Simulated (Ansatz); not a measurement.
An input meant for SnCl2 (charge 0, singlet; atoms displaced at random, 0.03 Å in each coordinate).

```yaml
crystal:
  periodic: [false, false, false]
  atoms:
    - {symbol: Sn, position_ang: [0.021593, -0.039350, -1.027395]}
    - {symbol: Cl, position_ang: [1.879236, -0.020503, 0.573685]}
    - {symbol: Cl, position_ang: [-1.818711, 0.011084, 0.455731]}
basis:
  gaussian: {orbitals: ANO-RCC-VTZP}
hamiltonian: {xc: {name: HF}}
correlation: {active_space: {window: {electrons: 3, orbitals: 2}}}
scf: {omitted_lower_state_checks: [starts]}
output: {forces: true}
```

```sh
$ ansatz run in.yaml --threads 4 --pin off --events-out ev --progress --plain --max-ram 3916MiB
```

It prints (some lines left out):

```
Functional definition: HF
993 factors; integrals over basis functions are off by at most 9.9e-4 eV
mean field evaluation 1: about -193082.6641 eV, gradient 2.0e1 eV
mean field evaluation 2: about -193082.7266 eV, gradient 2.0e1 eV
mean field evaluation 4: about -193084.1734 eV, gradient 1.9e0 eV
mean field evaluation 8: about -193084.2014 eV, gradient 7.1e-4 eV
mean field -193084.20135969 eV, -7095.7135227965 hartree, gradient 2.3e-6 eV, S^2 0.000000; 0 other end points of the search recorded, 0 dependent functions left out
reference -193084.20135969 eV, -7095.7135227965 hartree; 42, 42 occupied and 94, 94 virtual orbitals, 993 factors
Error: 3 electrons in 2 orbitals form no window around the highest filled level of the reference
```

In this input the active space doesn't fit the electrons. The run stopped with an error.
